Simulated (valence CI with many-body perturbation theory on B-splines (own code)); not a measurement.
# Energy levels of Br20+

Level of theory: configuration interaction combined with many-body perturbation theory (CI+MBPT): five valence electrons over a frozen Dirac-Fock core [Ne], radial functions for each j: 11 s, 11 p, 10 d, 8 f, 5 g, 2 h, with the one-electron correlation potential Σ1 (screened to all orders), the two-electron term Σ2, the three-electron term Σ3, Breit, model QED; selected single and double excitations, second order for the rest, scaled by the run's own slope (own B-spline code, finite nucleus).

No measured spectrum was set against this ion. As an estimate, levels of excited configurations hold to 0.05 to 0.15 % of their energy, terms of the ground configuration to about 0.5 %. Among the levels kept, up to 3400 cm⁻¹ of a level comes from second order outside the variational space, and about a tenth of that is noise between levels of different J, which matters for small intervals.

Levels 136 to 171 of 171, with energies above the lowest level, 3s2 3p3 4S°_3/2. "Leading %" is the weight of the configuration and term that name the level; weights of strongly mixed levels are sums over their largest components and can fall short, so below about 35 % the name and the second component can differ from the true leading terms, or belong to a minority configuration. Lifetimes count E1, E2, E3, M1 and M2 decay at the calculated energies, and are blank where another channel may lead or the interval is too uncertain; long ones can be off by a factor of two.

| No. | Configuration | Term | J | E (cm⁻¹) | Leading % | Lifetime | Second component | g |
| --- | --- | --- | --- | --- | --- | --- | --- | --- |
| 136 | 3s2 3p 3d2 | 2G° | 9/2 | 1661400 | 57 | 7.43 ps | 13 % 3s2 3p 3d2 4F° | 1.122 |
| 137 | 3s2 3p 3d2 | 4D° | 5/2 | 1663100 | 46 | 4.19 ps | 21 % 3s 3p3 3d 2D° | 1.273 |
| 138 | 3s2 3p 3d2 | 4D° | 7/2 | 1665000 | 73 | 4.53 ps | 10 % 3s 3p3 3d 4D° | 1.395 |
| 139 | 3s2 3p 3d2 | 4D° | 3/2 | 1669600 | 46 | 4.14 ps | 7 % 3s 3p3 3d 4D° | 1.129 |
| 140 | 3s2 3p 3d2 | 4D° | 1/2 | 1675800 | 52 | 4.20 ps | 14 % 3s 3p3 3d 4D° | 0.407 |
| 141 | 3s 3p3 3d | 2D° | 5/2 | 1676000 | 36 | 5.39 ps | 18 % 3s2 3p 3d2 2D° | 1.241 |
| 142 | 3s 3p3 3d | 2D° | 3/2 | 1678000 | 39 | 4.03 ps | 15 % 3s2 3p 3d2 4D° | 0.954 |
| 143 | 3s 3p3 3d | 2S° | 1/2 | 1681600 | 35 | 4.14 ps | 34 % 3s2 3p 3d2 2S° | 1.681 |
| 144 | 3s2 3p 3d2 | 2P° | 1/2 | 1707600 | 80 | 7.16 ps | 7 % 3s 3p3 3d 2P° | 0.646 |
| 145 | 3s2 3p 3d2 | 2P° | 3/2 | 1711700 | 33 | 3.68 ps | 20 % 3s 3p3 3d 2D° | 1.201 |
| 146 | 3s2 3p 3d2 | 2F° | 7/2 | 1714900 | 59 | 6.26 ps | 18 % 3s2 3p 3d2 2G° | 1.090 |
| 147 | 3s2 3p 3d2 | 2F° | 5/2 | 1719000 | 62 | 4.62 ps | 10 % 3s 3p3 3d 2F° | 0.906 |
| 148 | 3s2 3p 3d2 | 4S° | 3/2 | 1721600 | 63 | 3.34 ps | 13 % 3s 3p3 3d 4S° | 1.880 |
| 149 | 3s2 3p 3d2 | 2D° | 3/2 | 1748400 | 45 | 3.85 ps | 8 % 3s 3p3 3d 2D° | 0.952 |
| 150 | 3s2 3p 3d2 | 2G° | 7/2 | 1752300 | 45 | 4.12 ps | 35 % 3s2 3p 3d2 2F° | 1.028 |
| 151 | 3p4 3d | 4D | 5/2 | 1757700 | 50 | 39.2 ps | 18 % 3s 3p2 3d2 4D | 1.323 |
| 152 | 3s2 3p 3d2 | 2P° | 1/2 | 1758400 | 46 | 3.46 ps | 36 % 3s 3p3 3d 2P° | 0.680 |
| 153 | 3p4 3d | 4D | 3/2 | 1759100 | 44 | 40.3 ps | 16 % 3s 3p2 3d2 4D | 1.131 |
| 154 | 3s2 3p 3d2 | 2D° | 5/2 | 1761300 | 57 | 4.40 ps | 11 % 3s2 3p 3d2 2F° | 1.152 |
| 155 | 3s2 3p 3d2 | 2G° | 9/2 | 1767600 | 90 | 4.67 ps | 5 % 3s 3p3 3d 2G° | 1.110 |
| 156 | 3p4 3d | 4D | 7/2 | 1768400 | 57 | 33.4 ps | 19 % 3s 3p2 3d2 4D | 1.385 |
| 157 | 3p4 3d | 4D | 1/2 | 1769100 | 39 | 36.4 ps | 23 % 3p4 3d 2P | 0.515 |
| 158 | 3s2 3p 3d2 | 2P° | 3/2 | 1770900 | 69 | 6.59 ps | 11 % 3s 3p3 3d 2P° | 1.314 |
| 159 | 3s 3p2 3d2 | 6G | 3/2 | 1775000 | 88 | 359 ps |  | 0.089 |
| 160 | 3s 3p2 3d2 | 6G | 5/2 | 1784500 | 89 | 309 ps | 4 % 3s 3p2 3d2 6F | 0.896 |
| 161 | 3s2 3p 3d2 | 2F° | 5/2 | 1787700 | 75 | 5.10 ps | 9 % 3s 3p3 3d 2F° | 0.879 |
| 162 | 3s2 3p 3d2 | 2F° | 7/2 | 1793800 | 48 | 5.10 ps | 39 % 3s2 3p 3d2 2G° | 1.037 |
| 163 | 3s 3p2 3d2 | 6G | 7/2 | 1797600 | 88 | 262 ps | 7 % 3s 3p2 3d2 6F | 1.167 |
| 164 | 3p4 3d | 4F | 9/2 | 1807200 | 50 | 34.5 ps | 20 % 3s 3p2 3d2 4F | 1.276 |
| 165 | 3s2 3p 3d2 | 2D° | 5/2 | 1810700 | 88 | 4.03 ps |  | 1.202 |
| 166 | 3s2 3p 3d2 | 2D° | 3/2 | 1813200 | 81 | 3.72 ps |  | 0.843 |
| 167 | 3s 3p2 3d2 | 6G | 9/2 | 1814600 | 86 | 246 ps | 9 % 3s 3p2 3d2 6F | 1.286 |
| 168 | 3p4 3d | 4D | 1/2 | 1817000 | 23 | 44.5 ps | 18 % 3p4 3d 4P | 1.306 |
| 169 | 3p4 3d | 2D | 3/2 | 1817700 | 26 | 52.0 ps | 18 % 3p4 3d 4P | 1.173 |
| 170 | 3p4 3d | 2P | 1/2 | 1821000 | 36 | 44.1 ps | 18 % 3p4 3d 4P | 1.557 |
| 171 | 3p4 3d | 2G | 7/2 | 1821000 | 32 | 32.0 ps | 23 % 3p4 3d 4F | 1.071 |

Names give the largest LS component (configuration and term), which can be under half, so a name can repeat, a term be missing and a line seem to break the LS rules; names also repeat where a configuration has a term twice.

Where two levels of one J and parity lie close, their mixing, g and order are uncertain.
